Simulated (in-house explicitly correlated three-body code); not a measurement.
Computed with an exponentially correlated three-body code. Model: two electrons around a point charge, non-relativistic, variational in 260 exponentially correlated functions (energies converged to about 1e-7 hartree, or 1e-8 relative for large Z), ground state as one setting changes.

Given: nuclear charge 18.

| Yukawa screening of all interactions (1/bohr) | ground energy (hartree) | binding of second electron (eV) | mean radius (bohr) | mean distance of electrons (bohr) | mean cosine of angle |
| --- | --- | --- | --- | --- | --- |
| 0.036 | -311.649088 | 4089.8 | 0.085111 | 0.12478 | -0.0073927 |
| 0.09 | -309.769049 | 4064.9 | 0.085113 | 0.12478 | -0.0073925 |
| 0.18 | ? | ? | ? | ? | ? |
| 0.36 | -300.495155 | 3942.4 | 0.085144 | 0.12483 | -0.0073888 |
| 0.63 | -291.427379 | 3822.6 | 0.085212 | 0.12494 | -0.007381 |
| 0.9 | -282.560111 | 3705.4 | 0.085315 | 0.12509 | -0.0073695 |
| 1.35 | -268.212903 | 3515.9 | 0.085557 | 0.12546 | -0.0073427 |
| 1.8 | -254.386263 | 3333.4 | 0.085886 | 0.12597 | -0.0073076 |
| 2.7 | -228.217298 | 2988 | 0.086787 | 0.12735 | -0.0072158 |
| 3.6 | -203.915534 | 2667.5 | 0.088003 | 0.1292 | -0.0070993 |
| 4.5 | -181.365449 | 2370.3 | 0.089536 | 0.13155 | -0.0069619 |
| 5.4 | -160.468191 | 2095.1 | 0.091402 | 0.13441 | -0.0068056 |
| 7.2 | -123.298783 | 1606.2 | 0.096262 | 0.14186 | -0.0064417 |
| 9 | -91.8321914 | 1193 | 0.10301 | 0.15223 | -0.0060122 |
| 10.8 | -65.6059709 | 849.48 | 0.11243 | 0.16677 | -0.0055139 |
| 12.6 | ? | ? | ? | ? | ? |
| 14.4 | -27.3980051 | 351.4 | 0.14698 | 0.22054 | -0.0042661 |
| 16.2 | -14.806018 | 188.53 | 0.18273 | 0.27666 | -0.0034737 |

Task: What follows for Yukawa screening of all interactions = 12.6?

Result: ground energy -44.2366296 hartree; binding of second electron 570.42 eV; mean radius 0.12604 bohr; mean distance of electrons 0.18789 bohr; mean cosine of angle -0.0049374.

Task: What follows for Yukawa screening of all interactions = 0.18?

Result: ground energy -306.654485 hartree; binding of second electron 4023.8 eV; mean radius 0.085119 bohr; mean distance of electrons 0.12479 bohr; mean cosine of angle -0.0073918.
